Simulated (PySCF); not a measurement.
## `CC(C)(C)[C@H]1C=CC=CC1`, C10H16

Molfile (atoms numbered from 1):
```
C10H16
     RDKit          3D

 26 26  0  0  0  0  0  0  0  0999 V2000
   -1.6049    0.0288   -1.0992 C   0  0  0  0  0  0  0  0  0  0  0  0
   -1.1638    0.1506    0.3614 C   0  0  0  0  0  0  0  0  0  0  0  0
   -1.5287    1.5474    0.8781 C   0  0  0  0  0  0  0  0  0  0  0  0
   -1.9353   -0.8697    1.2071 C   0  0  0  0  0  0  0  0  0  0  0  0
    0.3589   -0.1035    0.5123 C   0  0  1  0  0  0  0  0  0  0  0  0
    0.7961   -1.4126   -0.0906 C   0  0  0  0  0  0  0  0  0  0  0  0
    2.0597   -1.6326   -0.4465 C   0  0  0  0  0  0  0  0  0  0  0  0
    3.0563   -0.5872   -0.3245 C   0  0  0  0  0  0  0  0  0  0  0  0
    2.6743    0.6690   -0.1121 C   0  0  0  0  0  0  0  0  0  0  0  0
    1.2223    1.0399   -0.0393 C   0  0  0  0  0  0  0  0  0  0  0  0
   -1.1044    0.7651   -1.7232 H   0  0  0  0  0  0  0  0  0  0  0  0
   -1.3798   -0.9584   -1.4938 H   0  0  0  0  0  0  0  0  0  0  0  0
   -2.6774    0.1938   -1.1785 H   0  0  0  0  0  0  0  0  0  0  0  0
   -1.1388    1.7017    1.8821 H   0  0  0  0  0  0  0  0  0  0  0  0
   -2.6107    1.6562    0.9160 H   0  0  0  0  0  0  0  0  0  0  0  0
   -1.1396    2.3266    0.2289 H   0  0  0  0  0  0  0  0  0  0  0  0
   -3.0056   -0.6924    1.1226 H   0  0  0  0  0  0  0  0  0  0  0  0
   -1.6581   -0.7843    2.2559 H   0  0  0  0  0  0  0  0  0  0  0  0
   -1.7405   -1.8890    0.8860 H   0  0  0  0  0  0  0  0  0  0  0  0
    0.5630   -0.1747    1.5931 H   0  0  0  0  0  0  0  0  0  0  0  0
    0.0697   -2.2079   -0.1546 H   0  0  0  0  0  0  0  0  0  0  0  0
    2.3742   -2.5940   -0.8266 H   0  0  0  0  0  0  0  0  0  0  0  0
    4.0975   -0.8578   -0.4195 H   0  0  0  0  0  0  0  0  0  0  0  0
    3.3907    1.4758   -0.0532 H   0  0  0  0  0  0  0  0  0  0  0  0
    0.8966    1.3058   -1.0523 H   0  0  0  0  0  0  0  0  0  0  0  0
    1.1071    1.9259    0.5849 H   0  0  0  0  0  0  0  0  0  0  0  0
  1  2  1  0
  2  3  1  0
  2  4  1  0
  2  5  1  0
  5  6  1  0
  6  7  2  0
  7  8  1  0
  8  9  2  0
  9 10  1  0
 10  5  1  0
  1 11  1  0
  1 12  1  0
  1 13  1  0
  3 14  1  0
  3 15  1  0
  3 16  1  0
  4 17  1  0
  4 18  1  0
  4 19  1  0
  5 20  1  1
  6 21  1  0
  7 22  1  0
  8 23  1  0
  9 24  1  0
 10 25  1  0
 10 26  1  0
M  END
```

Computed, not measured: PySCF 2.14.0, GIAO B3LYP/pcSseg-1 magnetisability, rotational g tensor and spin-rotation constants, non-relativistic, gas phase. Geometry: GFN2-xTB.

Problem. Give the nuclear spin-rotation constants along the inertial axes (H = +C I·J) beside the isotropic shieldings.

Solution. Rotational constants 2.4687, 0.9484, 0.8159 GHz. A star marks the isotopologue with that one atom substituted, in its own axes.
| atom | isotope | Caa (kHz) | Cbb (kHz) | Ccc (kHz) | mean (kHz) | σ (ppm) |
| --- | --- | --- | --- | --- | --- | --- |
| H11 | 1H | -0.216 | -0.045 | -0.052 | -0.104 | 30.8 |
| H12 | 1H | -0.222 | -0.006 | -0.085 | -0.104 | 30.9 |
| H13 | 1H | 0.047 | -0.117 | -0.084 | -0.051 | 31.2 |
| H14 | 1H | -0.274 | -0.100 | 0.009 | -0.121 | 31.1 |
| H15 | 1H | 0.074 | -0.109 | -0.097 | -0.044 | 31.0 |
| H16 | 1H | -0.245 | -0.039 | -0.048 | -0.111 | 30.8 |
| H17 | 1H | 0.062 | -0.111 | -0.091 | -0.047 | 31.0 |
| H18 | 1H | -0.278 | -0.105 | 0.016 | -0.123 | 31.1 |
| H19 | 1H | -0.216 | 0.008 | -0.090 | -0.099 | 30.3 |
| H20 | 1H | -0.250 | -0.111 | 0.033 | -0.109 | 29.6 |
| H21 | 1H | -0.126 | 0.049 | -0.094 | -0.057 | 25.9 |
| H22 | 1H | -0.153 | 0.056 | -0.088 | -0.062 | 25.7 |
| H23 | 1H | 0.264 | -0.097 | -0.094 | 0.024 | 25.7 |
| H24 | 1H | -0.119 | 0.045 | -0.091 | -0.055 | 25.8 |
| H25 | 1H | -0.262 | -0.097 | 0.023 | -0.112 | 29.6 |
| H26 | 1H | -0.228 | -0.004 | -0.070 | -0.101 | 29.8 |
| C1 | 13C* | 0.423 | 0.159 | 0.122 | 0.235 | 155.1 |
| C2 | 13C* | 0.424 | 0.170 | 0.145 | 0.246 | 146.3 |
| C5 | 13C* | 0.494 | 0.210 | 0.136 | 0.280 | 133.8 |
| C6 | 13C* | 0.845 | 0.465 | 0.131 | 0.480 | 45.2 |
| C7 | 13C* | 0.805 | 0.466 | 0.125 | 0.465 | 49.3 |
| C8 | 13C* | 1.210 | 0.321 | 0.114 | 0.549 | 49.9 |
| C9 | 13C* | 1.093 | 0.370 | 0.121 | 0.528 | 46.9 |
| C10 | 13C* | 0.403 | 0.177 | 0.121 | 0.234 | 153.2 |

For the geometry as given, no vibrational averaging.
